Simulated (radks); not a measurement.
Results of a calculation; reference values are marked as such.
The antimony ion Sb22+, configuration [Ar] 3d10 4s1. Code: a radial shooting solver on a logarithmic mesh with Libxc functionals. Model: Dirac Kohn-Sham, PBEsol, spin-unpolarised, spherical densities, finite nucleus; Fermi nuclear charge, rms radius 4.6802 fm. Some entries of the table are withheld. Estimate them.

| orbital | occ. | eigenvalue (hartree) | <1/r> (bohr^-1) | r(max) (bohr) |
|---|---|---|---|---|
| 1s1/2 | 2 | -1137.009 | 54.31 | 0.01835 |
| 2s1/2 | 2 | -193.3194 | 12.64 | 0.1038 |
| 2p1/2 | 2 | -182.5652 | (1) | 0.07976 |
| 2p3/2 | 4 | -173.2827 | (2) | 0.08436 |
| 3s1/2 | 2 | -55.95196 | 4.547 | 0.2980 |
| 3p1/2 | 2 | -51.56220 | 4.463 | (3) |
| 3p3/2 | 4 | -49.78720 | 4.243 | (4) |
| 3d3/2 | 4 | -42.10478 | (5) | 0.2385 |
| 3d5/2 | 6 | -41.72786 | (6) | 0.2414 |
| 4s1/2 | 1 | -24.95668 | 2.102 | 0.6654 |

Answer. 
(1) 2p1/2 <1/r> (bohr^-1): 12.62
(2) 2p3/2 <1/r> (bohr^-1): 11.72
(3) 3p1/2 r(max) (bohr): 0.2839
(4) 3p3/2 r(max) (bohr): 0.2940
(5) 3d3/2 <1/r> (bohr^-1): 4.104
(6) 3d5/2 <1/r> (bohr^-1): 4.047
